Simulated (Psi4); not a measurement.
A dimer, HCl ··· HCl (SMILES Cl and Cl); the first 2 atoms form monomer A.

```
4

Cl     0.6410     0.0000     0.0000
H     -0.6410     0.0000     0.0000
Cl    -0.0982    -1.8651    -2.9199
H      0.3945    -1.2311    -1.9204
```

Problem. What interaction energy does SAPT0/jun-cc-pVDZ, frozen core (Psi4) give, and which attractive term is the largest?

Solution. Total -0.27 kcal/mol: electrostatics -4.25, exchange 8.04, induction -2.35, dispersion -1.71. The most attractive term is electrostatics.
